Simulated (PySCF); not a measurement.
C6H14Si2, SMILES C[SiH2]C#C[Si](C)(C)C, singlet, GFN2-xTB optimised geometry.

```
22

Si    -0.48    -0.69     0.00
C     -1.14    -1.64    -1.50
C     -1.07    -1.54     1.53
C     -1.46    -2.11     2.53
Si    -2.06    -2.98     4.06
C     -1.41    -2.04     5.58
C     -1.39    -4.77     4.04
C     -3.97    -2.99     4.05
H     -0.99     0.69     0.00
H      0.99    -0.69     0.00
H     -0.78    -2.67    -1.51
H     -2.22    -1.67    -1.50
H     -0.82    -1.18    -2.43
H     -0.32    -2.01     5.59
H     -1.76    -1.01     5.59
H     -1.73    -2.51     6.51
H     -1.74    -5.31     3.16
H     -0.31    -4.78     4.02
H     -1.71    -5.32     4.92
H     -4.36    -1.97     4.03
H     -4.37    -3.48     4.92
H     -4.36    -3.50     3.17
```

Density from CAM-B3LYP/def2-SVP (PySCF 2.14.0) at that geometry.

Minimum of the electron density along straight lines between bonded atoms, close to the bond critical point (lines longer than 1.1 times the sum of covalent radii, or with two minima, are not listed):

```csv
bond,length / Å,ρ at the minimum / e bohr⁻³,∇²ρ there / e bohr⁻⁵,position (fraction from the first atom)
Si1–C2,1.899,0.112,0.30,0.38
Si1–C3,1.852,0.110,0.40,0.39
C3–C4,1.211,0.407,-1.19,0.50
C4–Si5,1.861,0.108,0.40,0.61
Si5–C6,1.907,0.111,0.31,0.38
Si5–C7,1.907,0.111,0.30,0.38
Si5–C8,1.907,0.111,0.30,0.38
Si1–H9,1.470,0.117,0.33,0.49
Si1–H10,1.470,0.117,0.33,0.49
C2–H11,1.087,0.272,-0.99,0.63
C2–H12,1.087,0.272,-0.99,0.63
C2–H13,1.087,0.272,-0.98,0.63
C6–H14,1.086,0.272,-0.99,0.63
C6–H15,1.086,0.272,-0.99,0.63
C6–H16,1.086,0.272,-0.98,0.63
C7–H17,1.086,0.272,-0.99,0.63
C7–H18,1.086,0.272,-0.99,0.63
C7–H19,1.087,0.272,-0.98,0.63
C8–H20,1.086,0.272,-0.99,0.63
C8–H21,1.087,0.272,-0.98,0.63
C8–H22,1.086,0.272,-0.99,0.63
```
